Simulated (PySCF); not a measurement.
Ta(OH)4 (H4O4Ta), SMILES [OH][Ta]([OH])([OH])[OH] (connectivity only; charge and spin as stated), neutral, multiplicity 2.

Geometry optimised at r2SCAN-D4/def2-SVP. The spin state was assumed, not searched. The def2 effective core potentials stand for the cores of Ta; spin–orbit coupling is left out. Other conformers were not sampled.

These are PBE/def2-TZVP (PySCF) values and carry that method's errors.

Gas-phase values at a fixed geometry.

```yaml
total_energy: -360.37393 hartree
point_group: C2
"α spin, highest occupied and lowest empty level": -3.63 and -0.92 eV
"β spin, highest occupied and lowest empty level": -6.80 and -2.22 eV
dipole_moment: 0.293 e·Å
quadrupole, principal values (traceless, Buckingham form, about the centre of nuclear charge): -7.85, -1.45, 9.30 D·Å
mean_static_polarisability: 63.9 bohr³ (9.47 Å³)
polarisability_principal_values: 60.6, 62.6, 68.5 bohr³
"⟨S²⟩": 0.752 (pure state 0.75)
```
